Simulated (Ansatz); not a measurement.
## Abstraction of Br: C2H5BrMg + C4H9 → C2H5Mg + C4H9Br

Species: C2H5BrMg `C[CH2][Mg][Br]`, singlet; C4H9 (tert-butyl radical) `C[C](C)C`, doublet; C2H5Mg `C[CH2][Mg]`, doublet; C4H9Br (2-bromo-2-methylpropane) `CC(C)(C)Br`, singlet. A radical takes Br: the energy is the difference in strength between the Mg–Br bond broken and the C–Br bond made.

Shapes, held fixed at every level: PBE0-D4/def2-TZVP. Programs: Ansatz 0.2.0. The zero-point and thermal change to 298 K, harmonic and unscaled (PBE0-D4/def2-TZVP), is +5.3 kJ/mol.

```tsv
level	kind	ΔH(298 K) (kJ/mol)	less CCSD(T)/def2-TZVPP
HF/def2-SVP	Hartree–Fock	+176.8	+64.0
r2SCAN-D4/def2-TZVPP	meta-GGA	+137.0	+24.2
B3LYP-D4/def2-TZVPP	global hybrid	+124.1	+11.3
r2SCAN0-D4/def2-TZVPP	global hybrid	+141.3	+28.5
CCSD(T)/def2-SVP	coupled cluster or CI	+131.2	+18.4
CCSD/def2-TZVPP	coupled cluster or CI	+123.6	+10.8
CCSD(T)/def2-TZVPP	coupled cluster or CI	+112.8	0.0
```

The highest level, CCSD(T)/def2-TZVPP, gives ΔH(298 K) = +112.8 kJ/mol; the levels span +112.8 to +176.8. The column of differences is taken from that level and isn't an error. No measured value is set beside it here. Open shells run unrestricted unless RO is named. Relativity is left out for Br unless named. Correlated rows may include outer-core shells of Br, Mg, which these sets cover unevenly.
